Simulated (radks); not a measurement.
Values are calculated unless marked as measured or tabulated.
Q: Level of theory: scalar-relativistic Kohn-Sham, LB94 model potential, spin-polarised, spherical densities, finite nucleus; open shells are filled with parallel spins first (spin-orbit coupling, left out, can overturn this in heavy ions); Fermi nuclear charge, rms radius of each element as measured or else 0.836 A^(1/3) + 0.57 fm (a radial shooting solver on a logarithmic mesh with Libxc functionals). Response by self-consistent Sternheimer equations with the Hartree and adiabatic LDA kernel, the relativistic mass of each level held fixed and spin-orbit coupling left out. For heavy and open-shell atoms this level of theory can miss by tens of per cent. Estimate the static dipole polarisabilities of Re ([Xe] 4f14 5d5 6s2) and Au2+ ([Xe] 4f14 5d9) and the C6 coefficients of the three pairs.

A: alpha = 48.35 and 8.331 bohr^3; C6 = 532.6 (Re-Re), 149.7 (Re-Au2+), 54.59 (Au2+-Au2+) hartree bohr^6.
